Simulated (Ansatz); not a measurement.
## singlet BeS: levels of theory in one basis

```xyz
2

Be    0.0000    0.0000    0.0000
S     0.0000    0.0000    1.6549
```

Basis set: def2-SVP (spherical functions). Frozen core: 5 orbitals. Charge 0, multiplicity 1.

Computed with Ansatz (development build ahead of 0.2.0); each method stands on the lowest determinant of its kind that the runs found.

```tsv
method	E − E(RHF) (eV)	<S²> of the determinant
RHF	0.00	–
RHF-CCSD(T)	-4.69	–
```

(1) What does RHF-MP2 give on the same scale?

Answers

(1) -4.11 eV.
